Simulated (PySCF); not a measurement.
## Bond curve of SeF⁻

Set-up: PySCF, scalar-relativistic core potentials, basis sets Se aug-cc-pVDZ-PP with ECP10, F aug-cc-pVDZ. Energies in eV from Se + F⁻ in their ground configurations at the same level. All curves are PBE0. state 1: ¹Σ⁺ (singlet), closed shell; state 2: ³Π (triplet), unpaired electrons σ ↑, π ↑, a second solution, started from another occupation.

| R (Å) | state 1 | state 2 |
| --- | --- | --- |
| 1.613 | -1.475 | 0.799 |
| 1.688 | -1.996 | 0.127 |
| 1.762 | -2.276 | -0.365 |
| 1.819 | -2.373 | -0.644 |
| 1.875 | -2.398 | -0.863 |
| 1.931 | -2.369 | -1.031 |
| 2.006 | -2.270 | -1.188 |
| 2.100 | -2.084 | -1.303 |
| 2.212 | -1.811 | -1.352 |
| 2.362 | -1.425 | -1.324 |

Problem. Put a parabola through the three lowest points of the state 1 curve and estimate Re, k and ωe (reduced mass 15.35 u; 1 eV/Å² = 0.16022 mdyn/Å; ωe = 1302.8·√(k/μ) cm⁻¹).

Solution. Through R = 1.819, 1.875, 1.931 Å the second-order coefficient is 8.61 eV/Å², so Re ≈ 1.873 Å, k ≈ 2.76 mdyn/Å and ωe ≈ 552 cm⁻¹. A polynomial fit of higher order to the unrounded PBE0 energies gives Re = 1.870 Å, k = 2.78 mdyn/Å, ωe = 554 cm⁻¹; anharmonicity and rounding make the difference.

The higher-order fit for each curve: state 1: Re = 1.870 Å, ωe = 554 cm⁻¹, De = 2.40 eV; state 2: Re = 2.237 Å, ωe = 282 cm⁻¹, minimum 1.35 eV below the ground-state fragments.

For an ion De counts to the pair picked by the measured ionisation energies or electron affinities, which need not be the lowest pair at this level.
